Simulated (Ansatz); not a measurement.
Geometry optimisation, RKS PBE0-D4/6-31G* in Ansatz 0.2.0.

input.yaml

```yaml
crystal:
  periodic: [false, false, false]
  atoms:
    - { symbol: C, position_ang: [-1.7084, 0.5436, 0.4389] }
    - { symbol: Si, position_ang: [0.0356, 0.3331, -0.0145] }
    - { symbol: Al, position_ang: [1.6322, 0.267, 1.6789] }
    - { symbol: B, position_ang: [0.2523, -1.4258, -1.0239] }
    - { symbol: C, position_ang: [0.4335, -0.0486, -1.7254] }
    - { symbol: H, position_ang: [-1.8554, 1.5064, 1.0638] }
    - { symbol: H, position_ang: [-2.1028, -0.2953, 0.9847] }
    - { symbol: H, position_ang: [-2.3135, 0.7412, -0.5058] }
    - { symbol: H, position_ang: [1.251, 0.5861, 3.2458] }
    - { symbol: H, position_ang: [3.1945, -0.0178, 1.3474] }
    - { symbol: H, position_ang: [0.0917, -2.6136, -1.0426] }
    - { symbol: H, position_ang: [1.5109, 0.1287, -1.9739] }
    - { symbol: H, position_ang: [-0.4012, 0.2602, -2.4588] }
basis:
  gaussian: { orbitals: "6-31G*" }
hamiltonian:
  xc: pbe0
  dispersion: d4
relax:
  f_tol: 0.015
  max_steps: 40
output:
  orbitals: {}
```

Command:

```bash
$ ansatz run input.yaml --threads 2 --pin off --max-ram 3072MiB --backend cpu --events-out ev --progress --plain --runs-dir out
```

**Question.** Where does it end, and by what steps?

**Answer.** It converged. After 22 steps the energy has fallen by 1.018 eV; H9 moved furthest, 1.10 Å. Joined: Al3–B4 (3.47 → 2.34 Å).

| step | energy less start (eV) | largest force component (eV/Å) | accepted |
| --- | --- | --- | --- |
| 0 | 0.0000 | 2.762 | yes |
| 1 | -0.5327 | 1.500 | yes |
| 2 | -0.5826 | 0.791 | yes |
| 3 | -0.6557 | 0.345 | yes |
| 4 | -0.6820 | 0.108 | yes |
| 5 | -0.6885 | 0.106 | yes |
| 6 | -0.7246 | 0.475 | yes |
| 7 | -0.7578 | 0.902 | yes |
| 8 | -0.8648 | 0.721 | yes |
| 9 | -0.9224 | 0.727 | yes |
| 10 | -0.9690 | 0.391 | yes |
| 11 | -0.9929 | 0.177 | yes |
| 12 | -1.0039 | 0.143 | yes |
| 13 | -1.0088 | 0.089 | yes |
| 14 | -1.0114 | 0.098 | yes |
| 15 | -1.0137 | 0.066 | yes |
| 16 | -1.0152 | 0.052 | yes |
| 17 | -1.0161 | 0.070 | yes |
| 18 | -1.0169 | 0.068 | yes |
| 19 | -1.0178 | 0.038 | yes |
| 20 | -1.0181 | 0.027 | yes |
| 21 | -1.0182 | 0.015 | yes |
| 22 | -1.0182 | 0.005 | yes |

```xyz
13
Properties=species:S:1:pos:R:3
C -1.774 0.682 0.440
Si 0.058 1.021 -0.010
Al 1.508 -0.213 1.446
B 0.627 -0.951 -0.588
C 0.410 0.120 -1.663
H -2.371 1.546 0.121
H -1.899 0.580 1.522
H -2.198 -0.203 -0.047
H 0.926 -0.408 2.915
H 3.030 -0.506 1.040
H 0.703 -2.144 -0.625
H 1.346 0.479 -2.104
H -0.348 -0.037 -2.433
```

The run took 46 s on 2 threads of Intel(R) Xeon(R) 6975P-C (Granite Rapids), with other jobs on the host, peak memory 0.25 GiB.
